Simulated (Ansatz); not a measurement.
Consider the ligand exchange at the In–O bond: `C[O][In]([Cl])[Cl]` + dimethylamine → `C[N](C)[In]([Cl])[Cl]` + CH₃OH.

Computed with Ansatz on PBE0-D4/def2-TZVP structures; ΔE is electronic, products minus reactants. CBS: MP2 limit from def2 TZ/QZ plus the TZ coupled-cluster correction, frozen cores. This one scheme is used for every species. Functionals use def2-TZVPP. def2 core potentials past Kr. For In outer-core shells are correlated without core-valence functions, which leaves a few kJ/mol of doubt a bond. One conformer a species, not always the lowest.

Question: Is it downhill or uphill in electronic energy at CCSD(T)/CBS, and by how much? (Estimate.)

Answer: The calculation gave: Nearly level: ΔE = +0.02 eV.

Question: What do these levels give: LDA (SPW92), r2SCANh-D4, r2SCAN, PBE0, MP2/def2-TZVPP, MP2/CBS(def2)? (An estimate is asked.)

Answer: The calculation gave: LDA (SPW92) 0.01, r2SCANh-D4 0.10, r2SCAN 0.13, PBE0 0.09, MP2/def2-TZVPP -0.02, MP2/CBS(def2) -0.02 eV.

Largest T1 diagnostic among the species: 0.015.

Leaving LDA and LC-ωPBE aside and taking each functional with its dispersion term where it has one, the values, not all of them listed here, spread over 0.12 eV, from PBE-QIDH to B97M-V. LDA lies −0.12 eV from PBE without D4. In def2-TZVPP, CCSD(T) changes the Hartree–Fock value by −0.15 eV (the triples alone add −0.01 eV) and MP2 by −0.20 eV. The D4 term adds −0.07 eV with B3LYP and −0.04 eV with PBE0; it sums over pairs of atoms, weighted by their polarisabilities, and B3LYP, whose exchange is more repulsive, gets the larger term.

B3LYP here is the variant with VWN-RPA as its local correlation; programs differ in this.
